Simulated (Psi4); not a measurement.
Psi4 input (wB97X-D/6-31G*):

```
memory 1500 MB

molecule {
0 2
B    -0.44724455   -0.28636608   -0.00923823
O    -0.62355583    1.04373518    0.11723837
O     0.69042876   -1.00091713   -0.11585705
H     0.17630645    1.59392170    0.13719066
H     1.52493286   -0.50463571   -0.10205006
symmetry c1
no_reorient
no_com
}

set {
  basis 6-31G*
  reference uks
  scf_type pk
  dft_radial_points 99
  dft_spherical_points 590
  e_convergence 1e-8
  d_convergence 1e-7
  maxiter 150
}

e = energy('wb97x-d')
print_out(f'\nFINAL {e:.10f} DIPOLE {variable("CURRENT DIPOLE")[0]:.6f} {variable("CURRENT DIPOLE")[1]:.6f} {variable("CURRENT DIPOLE")[2]:.6f}\n')
```

Output:

```
   => Loading Basis Set <=

    Name: 6-31G*
    Role: ORBITAL
    Keyword: BASIS
    atoms 1   entry B          line    94 file 6-31gs.gbs
    atoms 2-3 entry O          line   145 file 6-31gs.gbs
    atoms 4-5 entry H          line    44 file 6-31gs.gbs

   => WB97X-D: Empirical Dispersion <=

    Chai and Head-Gordon Dispersion Correction
    Chai, J.-D.; Head-Gordon, M. (2010), J. Chem. Phys., 132: 6615-6620

        s6 =       1.000000

         ---------------------------------------------------------
                                   SCF
               by Justin Turney, Rob Parrish, Andy Simmonett
                          and Daniel G. A. Smith
                              UKS Reference
         ---------------------------------------------------------

  ==> Geometry <==

    Molecular point group: c1
    Full point group: C1

    Geometry (in Angstrom), charge = 0, multiplicity = 2:

       Center              X                  Y                   Z               Mass
    ------------   -----------------  -----------------  -----------------  -----------------
         B           -0.447244550000    -0.286366080000    -0.009238230000    11.009305360000
         O           -0.623555830000     1.043735180000     0.117238370000    15.994914619570
         O            0.690428760000    -1.000917130000    -0.115857050000    15.994914619570
         H            0.176306450000     1.593921700000     0.137190660000     1.007825032230
         H            1.524932860000    -0.504635710000    -0.102050060000     1.007825032230

  Running in c1 symmetry.

  Rotational constants: A =      3.23356  B =      0.33157  C =      0.30074 [cm^-1]
  Rotational constants: A =  96939.59257  B =   9940.31746  C =   9015.82275 [MHz]
  Nuclear repulsion =   60.064295864165956

  Charge       = 0
  Multiplicity = 2
  Electrons    = 23
  Nalpha       = 12
  Nbeta        = 11

  ==> Algorithm <==

  SCF Algorithm Type is PK.
  DIIS enabled.
  MOM disabled.
  Fractional occupation disabled.
  Guess Type is SAD.
  Energy threshold   = 1.00e-08
  Density threshold  = 1.00e-07
  Integral threshold = 1.00e-12

  ==> Primary Basis <==

  Basis Set: 6-31G*
    Blend: 6-31G*
    Number of shells: 22
    Number of basis functions: 49
    Number of Cartesian functions: 49
    Spherical Harmonics?: false
    Max angular momentum: 2

  ==> DFT Potential <==

   => LibXC <=

    Version 7.1.2
    S. Lehtola, C. Steigemann, M. J. T. Oliveira, and M. A. L. Marques,  SoftwareX 7, 1–5 (2018) (10.1016/j.softx.2017.11.002)

   => Composite Functional: WB97X-D <=

    wB97X-D Hyb-GGA Exchange-Correlation Functional

    J.-D. Chai and M. Head-Gordon,  Phys. Chem. Chem. Phys. 10, 6615–6620 (2008) (10.1039/B810189B)

    Deriv               =              1
    GGA                 =           TRUE
    Meta                =          FALSE

    Exchange Hybrid     =           TRUE
    MP2 Hybrid          =          FALSE

   => Exchange-Correlation Functionals <=

    1.0000   wB97X-D range-separated functional

   => Exact (HF) Exchange <=

    0.7780            HF,LR [omega = 0.2000]
    0.2220               HF

   => LibXC Density Thresholds  <==

    XC_HYB_GGA_XC_WB97X_D:  1.00E-14

   => Molecular Quadrature <=

    Radial Scheme          =       TREUTLER
    Pruning Scheme         =           NONE
    Nuclear Scheme         =       TREUTLER

    Blocking Scheme        =         OCTREE
    BS radius alpha        =              1
    Pruning alpha          =              1
    Radial Points          =             99
    Spherical Points       =            590
    Total Points           =         277830
    Total Blocks           =           2071
    Max Points             =            256
    Max Functions          =             49
    Weights Tolerance      =       1.00E-15

  ==> Integral Setup <==

  Using in-core PK algorithm.
   Calculation information:
      Number of atoms:                   5
      Number of AO shells:              22
      Number of primitives:             53
      Number of atomic orbitals:        49
      Number of basis functions:        49

      Integral cutoff                 1.00e-12
      Number of threads:                 1

  Performing in-core PK
  Using 2252775 doubles for integral storage.
  We computed 31798 shell quartets total.
  Whereas there are 32131 unique shell quartets.

  Computing range-separated integrals for PK
  We computed 31798 wK shell quartets total.
  Whereas there are 32131 wK unique shell quartets.

  ==> DiskJK: Disk-Based J/K Matrices <==

    J tasked:                  Yes
    K tasked:                  Yes
    wK tasked:                 Yes
    Omega:               2.000E-01
    Schwarz Cutoff:          1E-12


  Cached 100.0% of DFT collocation blocks in 0.363 [GiB].

  Minimum eigenvalue in the overlap matrix is 9.9222649952E-03.
  Reciprocal condition number of the overlap matrix is 1.6386248543E-03.
    Using symmetric orthogonalization.

  ==> Pre-Iterations <==

  SCF Guess: Superposition of Atomic Densities via on-the-fly atomic UHF (no occupation information).

   -------------------------
    Irrep   Nso     Nmo
   -------------------------
     A         49      49
   -------------------------
    Total      49      49
   -------------------------

  ==> Iterations <==

                        Total Energy        Delta E     RMS |[F,P]|

   @UKS iter SAD:  -175.76179341071355   -1.75762e+02   0.00000e+00
   @UKS iter   1:  -176.26345902727948   -5.01666e-01   1.43508e-02 ADIIS/DIIS
   @UKS iter   2:  -176.26217359193072    1.28544e-03   1.49884e-02 ADIIS/DIIS
   @UKS iter   3:  -176.44595593387336   -1.83782e-01   6.60635e-04 ADIIS/DIIS
   @UKS iter   4:  -176.44649487409646   -5.38940e-04   1.78763e-04 ADIIS/DIIS
   @UKS iter   5:  -176.44655619236480   -6.13183e-05   3.69128e-05 DIIS
   @UKS iter   6:  -176.44656145818004   -5.26582e-06   1.33748e-05 DIIS
   @UKS iter   7:  -176.44656230400960   -8.45830e-07   3.98035e-06 DIIS
   @UKS iter   8:  -176.44656237180681   -6.77972e-08   8.28514e-07 DIIS
   @UKS iter   9:  -176.44656237483034   -3.02353e-09   1.61567e-07 DIIS
   @UKS iter  10:  -176.44656237498620   -1.55865e-10   3.15659e-08 DIIS
  Energy and wave function converged.

  ==> Post-Iterations <==

   Electrons on quadrature grid:
      Nalpha   =   11.9999999281 ; deviation = -7.187e-08
      Nbeta    =   10.9999998931 ; deviation = -1.069e-07
      Ntotal   =   22.9999998213 ; deviation = -1.787e-07

   @Spin Contamination Metric:   2.213118824E-03
   @S^2 Expected:                7.500000000E-01
   @S^2 Observed:                7.522131188E-01
   @S   Expected:                5.000000000E-01
   @S   Observed:                5.000000000E-01

    Orbital Energies [Eh]
    ---------------------

    Alpha Occupied:

       1A    -19.298737     2A    -19.298726     3A     -6.909508
       4A     -1.150487     5A     -1.120469     6A     -0.674127
       7A     -0.650139     8A     -0.525434     9A     -0.483582
      10A     -0.439792    11A     -0.416237    12A     -0.269049

    Alpha Virtual:

      13A      0.126788    14A      0.144009    15A      0.178027
      16A      0.305351    17A      0.363635    18A      0.511110
      19A      0.512150    20A      0.666240    21A      0.685999
      22A      0.863418    23A      0.904912    24A      0.943363
      25A      0.990100    26A      1.079367    27A      1.080056
      28A      1.179085    29A      1.275649    30A      1.291594
      31A      1.311294    32A      1.314394    33A      1.469456
      34A      1.577010    35A      1.768359    36A      1.824237
      37A      1.826103    38A      1.849258    39A      2.117668
      40A      2.249927    41A      2.363474    42A      2.497730
      43A      2.590007    44A      2.678440    45A      2.878172
      46A      2.986961    47A      3.574062    48A      3.814593
      49A      3.933853

    Beta Occupied:

       1A    -19.297579     2A    -19.297568     3A     -6.900384
       4A     -1.146745     5A     -1.117422     6A     -0.658745
       7A     -0.641684     8A     -0.520595     9A     -0.478201
      10A     -0.437457    11A     -0.417414

    Beta Virtual:

      12A      0.021966    13A      0.154181    14A      0.156780
      15A      0.185365    16A      0.310296    17A      0.375947
      18A      0.532094    19A      0.578024    20A      0.676331
      21A      0.723590    22A      0.867647    23A      0.912907
      24A      0.947260    25A      0.990167    26A      1.081372
      27A      1.084647    28A      1.181701    29A      1.291382
      30A      1.307740    31A      1.331762    32A      1.360410
      33A      1.474882    34A      1.582605    35A      1.778066
      36A      1.824295    37A      1.850351    38A      1.853753
      39A      2.142362    40A      2.255753    41A      2.374894
      42A      2.520476    43A      2.602000    44A      2.685172
      45A      2.885036    46A      2.995627    47A      3.642666
      48A      3.817399    49A      3.935219

    Final Occupation by Irrep:
              A
    DOCC [    11 ]
    SOCC [     1 ]
    NA   [    12 ]
    NB   [    11 ]

  @UKS Final Energy:  -176.44656237498620

   => Energetics <=

    Nuclear Repulsion Energy =             60.0642958641659561
    One-Electron Energy =                -360.4317017260653984
    Two-Electron Energy =                 139.2519621111012498
    DFT Exchange-Correlation Energy =     -15.3305129868997305
    Empirical Dispersion Energy =          -0.0006056372882778
    VV10 Nonlocal Energy =                  0.0000000000000000
    Total Energy =                       -176.4465623749862004

  UHF NO Occupations:
  HONO-2 :   10  A 1.9997023
  HONO-1 :   11  A 1.9993299
  HONO-0 :   12  A 1.0000000
  LUNO+0 :   13  A 0.0006701
  LUNO+1 :   14  A 0.0002977
  LUNO+2 :   15  A 0.0000819
  LUNO+3 :   16  A 0.0000282

Computation Completed

Properties will be evaluated at   0.000000,   0.000000,   0.000000 [a0]

Properties computed using the SCF density matrix

 Multipole Moments:

 ------------------------------------------------------------------------------------
     Multipole            Electronic (a.u.)      Nuclear  (a.u.)        Total (a.u.)
 ------------------------------------------------------------------------------------

 L = 1.  Multiply by 2.5417464519 to convert [e a0] to [Debye]
 Dipole X            :          1.1360117           -0.0000000            1.1360117
 Dipole Y            :          0.7273765           -0.0000000            0.7273765
 Dipole Z            :          0.0234653            0.0000000            0.0234653
 Magnitude           :                                                    1.3491292

 ------------------------------------------------------------------------------------

FINAL -176.4465623750 DIPOLE 1.136012 0.727377 0.023465

*** Psi4 exiting successfully. Buy a developer a beer!
```

The geometry given is a B3LYP-D3(BJ)/def2-TZVP minimum.
